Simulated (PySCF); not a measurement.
TiCl3I, SMILES [Ti]([I])([Cl])([Cl])[Cl], multiplicity 1.

The structure is a stationary point at B3LYP-D3(BJ)/def2-SVP. The multiplicity is an assumed one; no other spin state was optimised. The structure was generated by enumeration; whether it is a known compound was not checked. The def2 effective core potentials stand for the cores of I; spin–orbit coupling is left out.

Method: PBE/def2-TZVP (PySCF).

Symmetry labels are those of the subgroup Cs that the program uses (full group C3v).

### Question
List the valence orbital energies around the gap with their symmetry. (Estimate from the structure and the level; the computed values follow.)

### Answer

```
orbital  symmetry  energy (eV)
-------  --------  -----------
HOMO−7         A"        -9.26
HOMO−6         A'        -9.04
HOMO−5         A"        -8.71
HOMO−4         A'        -8.71
HOMO−3         A'        -8.41
HOMO−2         A"        -8.20
HOMO−1         A"        -7.25
HOMO           A'        -7.25
LUMO           A"        -4.53
LUMO+1         A'        -4.53
LUMO+2         A'        -3.88
LUMO+3         A"        -3.72
```
